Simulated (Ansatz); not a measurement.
Breaking the Ge1–H3 bond in FGeH3 (SMILES [F][GeH3]) (multiplicity 1 held, fragments rigid). Energies count from the point at 1.534 Å.
Geometry at that point (charge 0, multiplicity 1):
```json
[
 {"atom": "Ge", "x (Å)": "-0.3005", "y (Å)": "0.1226", "z (Å)": "-0.0579"},
 {"atom": "F", "x (Å)": "1.2981", "y (Å)": "-0.5297", "z (Å)": "0.2501"},
 {"atom": "H", "x (Å)": "-0.9424", "y (Å)": "-0.7984", "z (Å)": "-1.1039"},
 {"atom": "H", "x (Å)": "-0.0854", "y (Å)": "1.5490", "z (Å)": "-0.5810"},
 {"atom": "H", "x (Å)": "-1.0394", "y (Å)": "0.0929", "z (Å)": "1.2866"}
]
```

R- and RO- levels are restricted; in cc, def2 and unpolarised 6-31G sets they are followed outwards from rest. U- levels take the lowest unrestricted solution at each point, which mixes spins at long bonds. Active spaces are followed from a long bond inwards. Curves can end on different states.

Frozen-core correlation. Filled d and f shells under p-block atoms count as core.

Codes used: Ansatz (Gaussian basis) for Hartree–Fock, density functionals and correlated methods. Each number belongs to the level named beside it.

### Question
What energy at R = 4.910 Å does R-SCS-MP2/cc-pVDZ give?

### Answer
103.2 kcal/mol

Doubts at one or more of the structures used: a restricted determinant that unrestricted orbitals would lower (R-SCS-MP2/cc-pVDZ).

Ansatz is a quantum-chemistry and plane-wave program.
